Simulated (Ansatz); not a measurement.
Ansatz (an electronic-structure program) input file for C6H5F, SMILES C#CC(=C)/C=C\F, PBE-D3(BJ)/def2-SVP. 

Ansatz 0.2 input:
```yaml
crystal:
  periodic: [false, false, false]
  atoms:
    - {symbol: C, position_ang: [-2.14360869, -0.98145148, 0.00000000]}
    - {symbol: C, position_ang: [-0.93479603, -0.89089326, 0.00000000]}
    - {symbol: C, position_ang: [0.49739984, -0.81754941, -0.00000000]}
    - {symbol: C, position_ang: [1.22144217, -1.95874960, -0.00000000]}
    - {symbol: C, position_ang: [1.17073563, 0.48260159, -0.00000000]}
    - {symbol: C, position_ang: [0.63271371, 1.70638323, -0.00000000]}
    - {symbol: F, position_ang: [-0.66610961, 1.95498100, 0.00000000]}
    - {symbol: H, position_ang: [-3.21558623, -1.04949950, -0.00000001]}
    - {symbol: H, position_ang: [0.73473843, -2.93514892, -0.00000000]}
    - {symbol: H, position_ang: [2.31370015, -1.92710935, 0.00000001]}
    - {symbol: H, position_ang: [2.26308728, 0.45554500, 0.00000001]}
    - {symbol: H, position_ang: [1.23572712, 2.61933725, -0.00000000]}
basis:
  gaussian:
    orbitals: def2-SVP
hamiltonian:
  xc: pbe
  dispersion: d3bj
relax: {f_tol: 0.002, max_steps: 200}
```

Output:

```
WARN ansatz: RAYON_NUM_THREADS=1 ignored (pool sized by the plan → 1); use --threads N
Functional definition: PBE
integrals: 0.06 GiB planned
1386 factors; their error is unknown
mean field: 0.37 GiB planned
mean field evaluation 1: about -8988.9492 eV, gradient 6.1e1 eV
mean field evaluation 2: about -8977.9964 eV, gradient 8.5e1 eV
mean field evaluation 4: about -8999.3620 eV, gradient 9.6e0 eV
mean field evaluation 8: about -8999.5937 eV, gradient 1.2e-1 eV
mean field evaluation 16: about -8999.5193 eV, gradient 5.6e-4 eV
mean field -8999.51934106 eV, -330.7262356906 hartree, gradient 6.7e-5 eV, S^2 0.000000; 0 other end points of the search recorded, 0 dependent functions left out
the calculation of the forces begins
reference -8999.51937353 eV, -330.7262368838 hartree; 25, 25 occupied and 98, 98 virtual orbitals, 1386 factors
relax step   1: F+E_penalty+E_count = -8999.79170213 eV  Δ(F+E_penalty+E_count) = +0.000e0 eV  max|allowed force component| = 1.127e0 eV/Å  Δτ_max = 0.0000 Å  (33 SCF iters, accepted)
these checks for a lower state are left out or cut short: starts, cluster_reference, orbital_swaps, neighbouring_geometries, increment
integrals: 0.06 GiB planned
1386 factors; their error is unknown
mean field: 0.37 GiB planned
mean field -8999.54884486 eV, -330.7273199353 hartree, gradient 1.4e-5 eV, S^2 0.000000; 0 other end points of the search recorded, 0 dependent functions left out
the calculation of the forces begins
reference -8999.54887752 eV, -330.7273211356 hartree; 25, 25 occupied and 98, 98 virtual orbitals, 1386 factors
relax step   2: F+E_penalty+E_count = -8999.81978955 eV  Δ(F+E_penalty+E_count) = -2.809e-2 eV  max|allowed force component| = 2.426e-1 eV/Å  Δτ_max = 0.0179 Å  (37 SCF iters, accepted)
these checks for a lower state are left out or cut short: starts, cluster_reference, orbital_swaps, neighbouring_geometries, increment
integrals: 0.06 GiB planned
1386 factors; their error is unknown
mean field: 0.37 GiB planned
mean field evaluation 32: about -8999.5507 eV, gradient 2.7e-1 eV
mean field -8999.55083697 eV, -330.7273931442 hartree, gradient 1.4e-5 eV, S^2 0.000000; 0 other end points of the search recorded, 0 dependent functions left out
the calculation of the forces begins
reference -8999.55086969 eV, -330.7273943463 hartree; 25, 25 occupied and 98, 98 virtual orbitals, 1386 factors
relax step   3: F+E_penalty+E_count = -8999.82149693 eV  Δ(F+E_penalty+E_count) = -1.707e-3 eV  max|allowed force component| = 6.259e-2 eV/Å  Δτ_max = 0.0059 Å  (38 SCF iters, accepted)
these checks for a lower state are left out or cut short: starts, cluster_reference, orbital_swaps, neighbouring_geometries, increment
integrals: 0.06 GiB planned
1386 factors; their error is unknown
mean field: 0.37 GiB planned
mean field -8999.55086959 eV, -330.7273943427 hartree, gradient 5.3e-6 eV, S^2 0.000000; 0 other end points of the search recorded, 0 dependent functions left out
the calculation of the forces begins
reference -8999.55090230 eV, -330.7273955449 hartree; 25, 25 occupied and 98, 98 virtual orbitals, 1386 factors
relax step   4: F+E_penalty+E_count = -8999.82154436 eV  Δ(F+E_penalty+E_count) = -4.743e-5 eV  max|allowed force component| = 2.242e-2 eV/Å  Δτ_max = 0.0008 Å  (27 SCF iters, accepted)
these checks for a lower state are left out or cut short: starts, cluster_reference, orbital_swaps, neighbouring_geometries, increment
integrals: 0.06 GiB planned
1386 factors; their error is unknown
mean field: 0.37 GiB planned
mean field -8999.55087495 eV, -330.7273945396 hartree, gradient 8.5e-5 eV, S^2 0.000000; 0 other end points of the search recorded, 0 dependent functions left out
the calculation of the forces begins
reference -8999.55090766 eV, -330.7273957418 hartree; 25, 25 occupied and 98, 98 virtual orbitals, 1386 factors
relax step   5: F+E_penalty+E_count = -8999.82155653 eV  Δ(F+E_penalty+E_count) = -1.217e-5 eV  max|allowed force component| = 2.194e-3 eV/Å  Δτ_max = 0.0007 Å  (23 SCF iters, accepted)
these checks for a lower state are left out or cut short: starts, cluster_reference, orbital_swaps, neighbouring_geometries, increment
integrals: 0.06 GiB planned
1386 factors; their error is unknown
mean field: 0.37 GiB planned
mean field -8999.55087439 eV, -330.7273945191 hartree, gradient 2.1e-5 eV, S^2 0.000000; 0 other end points of the search recorded, 0 dependent functions left out
the calculation of the forces begins
reference -8999.55090710 eV, -330.7273957213 hartree; 25, 25 occupied and 98, 98 virtual orbitals, 1386 factors
relax step   6: F+E_penalty+E_count = -8999.82155721 eV  Δ(F+E_penalty+E_count) = -6.737e-7 eV  max|allowed force component| = 1.690e-3 eV/Å  Δτ_max = 0.0002 Å  (22 SCF iters, accepted)
integrals: 0.06 GiB planned
1386 factors; their error is unknown
mean field: 0.37 GiB planned
mean field evaluation 64: about -8999.6253 eV, gradient 1.3e-1 eV
mean field -8999.55087439 eV, -330.7273945191 hartree, gradient 2.1e-5 eV, S^2 0.000000; 1 other end points of the search recorded, 0 dependent functions left out
the calculation of the forces begins
reference -8999.55090710 eV, -330.7273957213 hartree; 25, 25 occupied and 98, 98 virtual orbitals, 1386 factors
Total energy: -8999.82158992 eV, -330.7373431314 hartree
Atom 0 at    -2.157244    -0.981627    -0.000000 Å, force     0.000438    -0.001690     0.000000 eV/Å
Atom 1 at    -0.935907    -0.890970     0.000000 Å, force    -0.000784     0.001628     0.000000 eV/Å
Atom 2 at     0.498042    -0.819767     0.000000 Å, force     0.000668    -0.000796     0.000000 eV/Å
Atom 3 at     1.230071    -1.973649     0.000000 Å, force    -0.000387     0.000291    -0.000000 eV/Å
Atom 4 at     1.174255     0.483028     0.000000 Å, force     0.000217     0.000599     0.000000 eV/Å
Atom 5 at     0.632647     1.719659     0.000000 Å, force    -0.000199    -0.000143     0.000000 eV/Å
Atom 6 at    -0.680000     1.970350    -0.000000 Å, force     0.000245    -0.000076    -0.000000 eV/Å
Atom 7 at    -3.235847    -1.049035    -0.000000 Å, force    -0.000146     0.000518    -0.000000 eV/Å
Atom 8 at     0.739436    -2.956735     0.000000 Å, force     0.000075    -0.000021     0.000000 eV/Å
Atom 9 at     2.330214    -1.940181     0.000000 Å, force     0.000019    -0.000089     0.000000 eV/Å
Atom 10 at     2.274947     0.456098     0.000000 Å, force    -0.000023    -0.000276    -0.000000 eV/Å
Atom 11 at     1.238830     2.641277     0.000000 Å, force    -0.000123     0.000056    -0.000000 eV/Å
Dipole moment:     0.247914     0.041657    -0.000000 e Å
```

Self-consistency was reached.

Cost: very roughly 15 core-seconds.
